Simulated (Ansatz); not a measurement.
A nudged elastic band was laid between two geometries of F$_{5}$H$_{3}$OW (10 atoms, charge 0, multiplicity 1).

Method: RKS B3LYP/def2-SVP (Ansatz 0.2.0).

```yaml
movable_images: 9
climbing_image: yes
spring: 5.0 eV/Å²
optimiser: quadratic models (default)
start_path: through a guess of the saddle point
force_threshold: 0.03 eV/Å
iteration_limit: 60
end_points: relaxed
```

Image 0:

```xyz
10
Properties=species:S:1:pos:R:3
W 0.045 0.118 0.030
O -0.383 0.293 1.923
H -1.248 0.015 2.261
F 1.531 0.320 -1.084
F -0.193 1.918 -0.373
F -1.839 -0.016 -0.017
F 0.845 -1.489 0.544
H -0.394 -0.858 -1.273
F 1.841 0.976 1.478
H 1.222 0.877 2.195
```

Image 10:

```xyz
10
Properties=species:S:1:pos:R:3
W 0.101 0.298 -0.105
O 0.368 -0.209 2.181
H -0.503 -0.243 2.610
F 1.877 -0.276 0.045
F -0.530 1.505 -1.377
F -1.613 0.556 0.644
F -0.430 -1.491 0.048
H 0.440 -0.349 -1.625
F 0.858 1.855 0.648
H 0.859 0.508 2.614
```

Question: What changes between the two ends?

Answer: Bonds broken: F9–H10. Bonds formed: O2–H10.

Question: What energy profile does the band end with?

Answer: It converged. The highest image is number 3 of 0 to 10, 3.2 kcal/mol above the first end and 20.4 kcal/mol above the last; the last end lies 17.2 kcal/mol below the first. The profile has 4 maxima (images 1, 3, 6, 8) with wells between them (images 2, 4, 7): this band takes more than one step, which may be the mechanism or a detour left from its start path. A vibrational analysis at the climbing image gives one clearly imaginary mode, 574i cm⁻¹: a first-order saddle point. The orbitals stay closed-shell, which can raise the energy where a bond breaks towards radicals; this wasn't checked here.

| image | path coordinate (Å) | energy (kcal/mol) | F9–H10 (Å) | O2–H10 (Å) |
| --- | --- | --- | --- | --- |
| 0 | 0.00 | 0.0 | 0.95 | 1.73 |
| 1 | 1.71 | 2.2 | 0.94 | 1.84 |
| 2 | 3.42 | 0.0 | 0.95 | 1.76 |
| 3 | 5.13 | 3.2 | 1.10 | 1.27 |
| 4 | 6.30 | -16.9 | 2.22 | 0.97 |
| 5 | 7.47 | -15.3 | 2.39 | 0.97 |
| 6 | 8.64 | -9.6 | 2.35 | 0.97 |
| 7 | 9.81 | -11.9 | 2.27 | 0.97 |
| 8 | 10.98 | -10.1 | 2.37 | 0.97 |
| 9 | 12.15 | -10.9 | 2.32 | 0.97 |
| 10 | 13.32 | -17.2 | 2.38 | 0.97 |

Question: What is the geometry of the highest image?

Answer: 
```xyz
10
Properties=species:S:1:pos:R:3
W -0.047 0.169 0.035
O 0.132 -0.090 2.066
H 0.515 -0.870 2.493
F 1.790 -0.199 0.100
F 0.191 1.504 -1.240
F -1.773 0.842 0.161
F -0.831 -1.520 0.219
H 0.215 -0.664 -1.403
F 0.660 1.879 1.239
H 0.577 1.103 2.013
```

The band took 40 iterations and of the order of 110 core-minutes.

Run time: 29 min on 4 threads of Arm Neoverse N1 (shared host), peak memory 0.38 GiB.
